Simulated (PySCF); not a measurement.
## [Sm(NH3)2]2+ at several levels of theory

Computed with PySCF 2.14.0 (density fitting, no spin-orbit coupling) at the geometry relaxed with PBE0:

```xyz
9
[Sm(NH3)2]2+ (singlet in the valence; each metal's 4f electrons, 6 of them, lie in its core potential, out of spins and levels)
Sm   -0.0134   -1.3008   -0.0001
N     0.0021    0.2007    2.1665
H     0.8154    0.8222    2.2637
H    -0.7982    0.8389    2.2637
H    -0.0033   -0.3215    3.0525
N     0.0021    0.2012   -2.1663
H     0.8068    0.0536   -2.7893
H    -0.8055    0.0702   -2.7893
H     0.0125    1.2157   -2.0015
```

```csv
level,basis,state,HOMO (eV),gap (eV),charge on Sm1 (e),population of f-type functions on Sm1 (polarisation alone where 4f lies in the core),dipole about the centre of mass (D),largest force component (eV/Å)
PBE0,"Sm lcecp-0-SVP with ECP52, N def2-SVP, H def2-SVP",singlet,–,–,1.49,0.01,2.27,0.01
BLYP,the same,singlet,–,–,1.41,0.01,2.44,0.43
BP86,the same,singlet,–,–,1.43,0.01,2.44,0.42
wB97X,the same,singlet,–,–,1.52,0.01,2.11,0.09
TPSSh,the same,singlet,–,–,1.48,0.01,2.28,0.15
```

In the lcecp rows the 4f levels are missing from HOMO and gap, and the state counts the valence alone.

Charges are Mulliken's, which hang on the basis. The relaxation used the grid (50, 194), these runs (75, 302) or, all-electron (x2c bases, spin-free X2C Hamiltonian), (99, 590).

(1) What does PBE0 with Sm lcecp-0-TZVP with ECP52, N def2-TZVP, H def2-TZVP give here?

A frequency check found unstable modes (1, the lowest at -54 cm⁻¹), so the relaxed geometry is probably a saddle point. An lcecp potential fixes the number of 4f electrons, so in runs with it no electron can move into or out of that shell.

## Answers

(1) state singlet, charge on Sm1 (e) 1.70, population of f-type functions on Sm1 (polarisation alone where 4f lies in the core) 0.01, dipole about the centre of mass (D) 2.27, largest force component (eV/Å) 0.31. Time: 7.9 s on 2 threads of Arm Neoverse V2, on a shared host, from free ions and atoms.
